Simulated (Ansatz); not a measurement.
Reaction (atomization): `BCCBO` → 2 B• + 2 C• + 8 H• + O•

Calculated with Ansatz (gas phase, PBE0-D4/def2-TZVP geometries, no zero-point term in ΔE). CCSD(T)/CBS is the MP2 limit (def2-TZVPP, def2-QZVPP) plus CCSD(T) − MP2 in def2-TZVPP, frozen cores. This one scheme is used for every species, atoms too. DFT in def2-TZVPP. No spin–orbit coupling; open shells (•) take unrestricted orbitals. Spin–orbit coupling would lower the free atoms: a little for B, C, O. Each species was taken in one conformer, which may not be the lowest.

CCSD(T)/CBS gives +5019.7 kJ/mol.

Question: Another level gave +5062.4 kJ/mol. Which?
A. SCS-MP2/def2-TZVPP
B. r2SCAN-D4/def2-TZVPP
C. ωB97X-V/def2-TZVPP
D. MP2/def2-TZVPP

Answer: B. r2SCAN-D4 5062.4, ωB97X-V 5041.7, MP2/def2-TZVPP 4989.9, SCS-MP2/def2-TZVPP 4969.2 kJ/mol.

Largest T1 diagnostic among the species: 0.014.

In def2-TZVPP, CCSD(T) changes the Hartree–Fock value by +1050.0 kJ/mol (the triples alone add +56.1 kJ/mol) and MP2 by +1124.8 kJ/mol; breaking electron pairs costs correlation energy, which Hartree–Fock lacks. The D4 term adds +31.9 kJ/mol with B3LYP and +16.8 kJ/mol with PBE0; it sums over pairs of atoms, weighted by their polarisabilities, and B3LYP, whose exchange is more repulsive, gets the larger term. From PBE to PBE0 (25 % exact exchange), in def2-TZVPP and without D4, ΔE moves by −56.8 kJ/mol: exact exchange takes away binding that semilocal exchange gives to molecules.

B3LYP here is the variant with VWN-RPA as its local correlation; programs differ in this.

For atomizations the MP2-based limit and the directly extrapolated one differ by several kJ/mol either way, and by 10 to 25 for some Ge, Se and Sn compounds, so smaller differences from it don't rank the levels.
